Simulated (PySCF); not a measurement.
Isomers of C3H8O3S. Level of theory: PBE0-D3(BJ)/def2-SVP geometry optimisation, gas phase (PySCF 2.14.0). One conformer each; no zero-point energy, no entropy. No frequencies were run at this level. Point groups hold within 0.08 Å.

Question: Rank from lowest to highest electronic energy at this level (kJ/mol).
A. `[CH3:1][CH2:2][CH2:3][S:4](=[O:5])(=[O:6])[OH:7]` with C1–C2–C3–S4 67°, C2–C3–S4–O5 -77°, C3–S4–O7–H -110°
B. `[CH3:1][S:2](=[O:3])(=[O:4])[CH2:5][CH2:6][OH:7]` with C1–S2–C5–C6 76°, S2–C5–C6–O7 67°, C5–C6–O7–H -54°
C. `[CH3:1][CH2:2][O:3][S:4]([CH3:5])(=[O:6])=[O:7]` with C1–C2–O3–S4 -128°, C2–O3–S4–C5 -93° (ethyl methanesulfonate)

Answer: A (0.0), B (26.2), C (33.2).

As drawn, the lowest has an O–H bond, which the highest lacks. Neighbours under 10 kJ/mol apart (CS(=O)(=O)CCO and CCOS(C)(=O)=O) can change places with a better method, another conformer or zero-point energy.

```tsv
SMILES	E (Eh)	E rel (kJ/mol)	dipole (D)	point group	A, B, C (MHz)
CCCS(=O)(=O)O	-742.05022	0.0	3.64	C1	3917, 1585, 1506
CS(=O)(=O)CCO	-742.04025	26.2	4.58	C1	3793, 1583, 1545
CCOS(C)(=O)=O	-742.03759	33.2	4.18	C1	4077, 1477, 1432
```
